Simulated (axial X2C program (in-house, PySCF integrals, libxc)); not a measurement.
CuIn: cheaper levels and CCSD(T), 2c

Calculated with an in-house relativistic program for diatomic molecules. Two-component (2c) means X2C with spin–orbit coupling and atomic mean-field two-electron Coulomb and Gaunt terms. Basis: In dyall-cv3z [11s12p9d4f1g], Cu dyall-cv3z [9s9p6d3f2g] (cores contracted in-house); Gaussian nuclei, density fitting, unrestricted open shells. Masses: In 114.904 u, Cu 62.930 u.

State: Ω = 0 (closed shell); fragments In + Cu.

```json
{"level": "PBE0", "Re (Å)": "2.551", "ωe (cm⁻¹)": "183.3", "De (eV)": "n/a"}
{"level": "HF", "Re (Å)": "2.749", "ωe (cm⁻¹)": "143.9", "De (eV)": "n/a"}
{"level": "MP2", "Re (Å)": "2.524", "ωe (cm⁻¹)": "195.5", "De (eV)": "1.74"}
{"level": "r2SCAN", "Re (Å)": "2.498", "ωe (cm⁻¹)": "200.4", "De (eV)": "n/a"}
```

Correlated methods: 14 electrons correlated (number of frozen shells: In 4 s, 3 p, 2 d; Cu 3 s, 2 p), 310 virtual spin orbitals or spinors in MP2, 90 natural virtuals in coupled cluster.

CCSD(T), same Hamiltonian and basis:

Re = 2.556 Å, ωe = 187.2 cm⁻¹; T1 = 0.036 (Lee–Taylor normalisation).

(1) Give the differences from CCSD(T) in the columns below.

One determinant describes the state; a PBE0 search over occupations chose it and may have missed a lower one. Closed shells are restricted here (equal orbitals for both partners); the stretched side of such a curve lies too high. De is counted from the lowest determinant-based energies of the atoms at the same level, without counterpoise correction. De is not given where an atomic determinant may have missed its ground term or J level, or where the truncated virtual space spoils (T). CCSD and (T) use frozen natural virtuals with an MP2 correction for the truncation; (T) itself is uncorrected, so its De runs slightly low. Without a current term, density functionals place determinants with orbital angular momentum somewhat too high. The T1 diagnostic is large, a sign of multireference character. With the outer-core shells frozen, correlated bond lengths of heavy atoms tend to come out a few hundredths of an ångström too long.

## Answers

(1) 

| level | ΔRe (Å) | Δωe (cm⁻¹) |
| --- | --- | --- |
| PBE0 | -0.005 | -3.9 |
| HF | 0.193 | -43.3 |
| MP2 | -0.032 | 8.3 |
| r2SCAN | -0.058 | 13.2 |
